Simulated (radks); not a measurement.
Results of a calculation; reference values are marked as such.
Problem. These are the eigenvalues of the occupied orbitals of an atom or ion with whole-number occupations (Ry). Code: a radial shooting solver on a logarithmic mesh with Libxc functionals. Model: scalar-relativistic Kohn-Sham, r2SCAN, spin-polarised, spherical densities, finite nucleus; meta-GGA in the generalised Kohn-Sham scheme; Fermi nuclear charge, rms radius of each element as measured or else 0.836 A^(1/3) + 0.57 fm.

| orbital | eigenvalue |
|---|---|
| 1s | -763.3567 |
| 2s | -143.7340 |
| 2p | -132.6837 |

Which element is it, and in what charge state? The configuration may be excited. Open shells, if any, are filled with parallel spins first.

Solution. Z = 30, zinc, charge +20: Zn20+ in [Ne]. The list shows which subshells hold electrons but not how many an open one holds; the 1s level, -381.68 hartree, gives Z - s = 27.6 by -(Z - s)^2/2, which with screening and relativity narrows Z to a few neighbours, and the depths of the outer levels then fix element, charge and occupations together.
